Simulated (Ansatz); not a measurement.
```yaml
crystal:
  periodic: [false, false, false]
  atoms:
    - {symbol: Ga, position_ang: [1.148291, 1.672968, -0.296814]}
    - {symbol: Br, position_ang: [2.713669, 0.759662, 1.141618]}
    - {symbol: Br, position_ang: [1.717147, 3.563498, -1.456991]}
    - {symbol: S, position_ang: [-0.695329, 2.118681, 1.094897]}
    - {symbol: Ga, position_ang: [-1.830458, 0.031113, 1.400709]}
    - {symbol: Br, position_ang: [-3.159658, -0.187636, -0.462359]}
    - {symbol: Br, position_ang: [-2.743870, 0.092255, 3.495995]}
    - {symbol: S, position_ang: [-0.217506, -1.697216, 1.369119]}
    - {symbol: Ga, position_ang: [0.411953, -2.031341, -0.886059]}
    - {symbol: Br, position_ang: [-1.158789, -3.351250, -1.890482]}
    - {symbol: Br, position_ang: [2.611375, -2.691107, -0.921436]}
    - {symbol: S, position_ang: [0.326518, 0.138205, -1.897156]}
    - {symbol: H, position_ang: [-1.534607, 2.522074, 0.108044]}
    - {symbol: H, position_ang: [0.876501, -0.950575, 1.702216]}
    - {symbol: H, position_ang: [1.534765, 0.010659, -2.501291]}
basis:
  gaussian: {orbitals: cc-pVDZ}
hamiltonian: {xc: {name: RPBE}, dispersion: d4}
scf: {omitted_lower_state_checks: [starts]}
```

```sh
$ ansatz run in.yaml --threads 2 --pin off --events-out ev --progress --plain --max-ram 32768MiB --backend cuda --devices 0, --max-vram 18GiB
```

It prints (some lines left out):

```
Functional definition: RPBE
4221 factors; their error is unknown
mean field evaluation 1: about -609935.4077 eV, gradient 3.4e1 eV
mean field evaluation 2: about -609931.8148 eV, gradient 4.9e1 eV
mean field evaluation 4: about -609938.4806 eV, gradient 2.4e0 eV
mean field evaluation 8: about -609938.4916 eV, gradient 6.5e-2 eV
mean field evaluation 16: about -609938.3618 eV, gradient 6.9e-5 eV
mean field -609938.36176283 eV, -22414.8213637133 hartree, gradient 6.9e-5 eV, S^2 0.000000; 0 other end points of the search recorded, 0 dependent functions left out
reference -609938.36181821 eV, -22414.8213657487 hartree; 177, 177 occupied and 135, 135 virtual orbitals, 4221 factors
Total energy: -609941.52245004 eV, -22414.9375168260 hartree
Checks for a lower state left out: starts
```

It took 12 s on 2 threads of AMD EPYC 7R13 on a shared host and a share (18 GiB) of an NVIDIA H100 80GB HBM3, peak host memory 1 GiB.
